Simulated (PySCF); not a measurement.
Al(Me)(F)2, SMILES [Al]([F])([CH3])[F], B3LYP/def2-SVP optimised geometry.

```
7

Al     0.22     0.38     0.00
C     -0.80    -1.26     0.00
H     -0.55    -1.87    -0.89
H     -1.88    -1.07     0.00
H     -0.55    -1.88     0.88
F     -0.49     1.88     0.00
F      1.88     0.38     0.00
```

Density from B3LYP/def2-TZVP (PySCF) at that geometry.

Minimum of the electron density along straight lines between bonded atoms, close to the bond critical point (lines longer than 1.1 times the sum of covalent radii, or with two minima, are not listed):

```csv
bond,length / Å,ρ at the minimum / e bohr⁻³,∇²ρ there / e bohr⁻⁵,position (fraction from the first atom)
Al1–C2,1.933,0.091,0.25,0.41
C2–H3,1.103,0.265,-0.86,0.64
C2–H4,1.101,0.267,-0.88,0.64
C2–H5,1.103,0.265,-0.86,0.64
Al1–F6,1.661,0.110,0.87,0.44
Al1–F7,1.661,0.110,0.87,0.44
```
